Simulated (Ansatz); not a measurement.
A structure drawn as `CN([SiH3])CO`, with this starting geometry:

Cartesian coordinates in Å:
```
C 0.498 -1.026 -0.803
N -0.208 -0.006 -0.128
Si -1.350 -0.490 1.070
C 0.662 1.193 0.157
O 1.097 1.718 -1.041
H 1.078 -0.662 -1.724
H -0.121 -1.823 -1.191
H 1.306 -1.469 -0.171
H -2.149 0.750 1.402
H -0.639 -1.004 2.203
H -2.264 -1.506 0.454
H 0.162 1.927 0.706
H 1.613 0.788 0.718
H 0.315 1.610 -1.651
```

Charge 0, multiplicity 1.

Task: Relax it with Ansatz at PBE-D4/def2-SVP and then PBE0-D4/def2-TZVP. Is the drawn bonding still there?

Result: Yes, every drawn bond is still there and no new one forms.

Task: Give the relaxed structure. (Estimate.)

Result: The calculation gave: 
Z-matrix (Å, degrees):
```
C
N 1 1.450
H 1 1.099 2 112.2
H 1 1.093 2 110.3 3 -120.6
H 1 1.092 2 110.3 3 120.4
Si 2 1.721 1 120.7 3 -93.1
C 2 1.432 1 114.7 3 68.6
H 6 1.494 2 114.9 1 73.5
H 6 1.486 2 107.5 1 -166.4
H 6 1.487 2 108.4 1 -46.2
O 7 1.408 2 112.9 1 68.1
H 7 1.098 2 108.5 1 -168.4
H 7 1.097 2 111.7 1 -49.2
H 11 0.962 7 107.3 2 56.6
```
All modes are real.

Atoms count as bonded under 1.1 times the sum of their covalent radii (H–H under 0.85 Å, pairs among N, O and F under 1.55 Å), and a drawn bond as lost past 1.3 times.
